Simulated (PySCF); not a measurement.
Mg(SH)2 (H₂MgS₂), SMILES [SH][Mg][SH].

Coordinates come from a B3LYP-D3(BJ)/def2-TZVP optimisation. Other conformers were not sampled.

Calculation: PBE/def2-TZVPD run with PySCF.

Q: Estimate the frontier levels, gap, dipole moment and polarisability. (An estimate is asked for; the answer gives what the named calculation found.)

A: 
```yaml
highest_occupied_level: -6.14 eV
lowest_empty_level: -2.23 eV
orbital_gap: 3.92 eV
dipole_moment: 0.79 D
quadrupole, principal values (traceless, Buckingham form, about the centre of nuclear charge): -16.23, 7.78, 8.45 D·Å
mean_static_polarisability: 77.3 bohr³ (11.46 Å³)
polarisability_principal_values: 64.7, 64.7, 102.5 bohr³
```
